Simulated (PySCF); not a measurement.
C2HF2, SMILES [CH]=C(F)F, multiplicity 2.

Coordinates come from a PBE0-D3(BJ)/def2-TZVP optimisation. The isomer is the one that the SMILES or the coordinates give; other isomers of the formula were not compared.

Method: TDA-PBE/def2-SVPD in PySCF 2.14.0.

Vertical excitations. The molecule is in vacuum.

Q: Estimate the UV-visible absorptions. (An estimate is asked for; the answer gives what the named calculation found.)

A: 
| state | energy (eV) | λ (nm) | f | main pairs |
|---|---|---|---|---|
| root 1 | 1.93 | 643 | 0.001 | β HOMO→LUMO 99 % |
| root 2 | 5.03 | 247 | 0.000 | α HOMO→LUMO 47 %, β HOMO→LUMO+1 52 % |
| root 3 | 6.02 | 206 | 0.002 | β HOMO−1→LUMO 98 % |
| root 4 | 6.15 | 202 | 0.003 | α HOMO−1→LUMO 99 % |
| root 5 | 6.53 | 190 | 0.000 | β HOMO−3→LUMO 100 % |
| root 6 | 6.56 | 189 | 0.003 | β HOMO−2→LUMO 97 % |
| root 7 | 6.68 | 186 | 0.004 | α HOMO→LUMO+1 14 %, β HOMO→LUMO+2 86 % |
| root 8 | 7.04 | 176 | 0.026 | α HOMO−1→LUMO+1 99 % |
| root 9 | 7.04 | 176 | 0.026 | α HOMO→LUMO+1 85 %, β HOMO→LUMO+2 14 % |
| root 10 | 7.69 | 161 | 0.001 | α HOMO→LUMO+2 19 %, β HOMO→LUMO+3 80 % |
Unrestricted roots are not spin-pure.
